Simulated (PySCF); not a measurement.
Excitation energy of Si+ by level of theory

Si+ [Ne] 3s2 3p1 (2P) → Si+ [Ne] 3s1 3p2 (4P), as a difference of total energies. All numbers are calculated (PySCF 2.14, the spin-free X2C one-electron Hamiltonian (Gaussian nucleus), in aug-cc-pCVTZ-DK with one added diffuse shell each of s, p, d, f type (9s8p6d4f, 91 functions)). Correlated levels: valence and next inner shell: 1s2 frozen. The calculations carry no spin-orbit coupling.

```tsv
method	excitation energy (eV)
UHF	3.944
MP2 (valence and next inner shell)	4.989
SCS-MP2 (valence and next inner shell)	5.288
CCSD (valence and next inner shell)	5.219
CCSD(T) (valence and next inner shell)	5.275
```

**Question.** How much does correlation contribute at CCSD(T) (valence and next inner shell)?

**Answer.** 5.275 − (3.944) = 1.331 eV, measured against UHF.

Errors of the correlated levels include the incompleteness of this basis and the frozen core.

For comparison: 5.308 eV (measured; NIST levels, between the centres of gravity of the two terms).
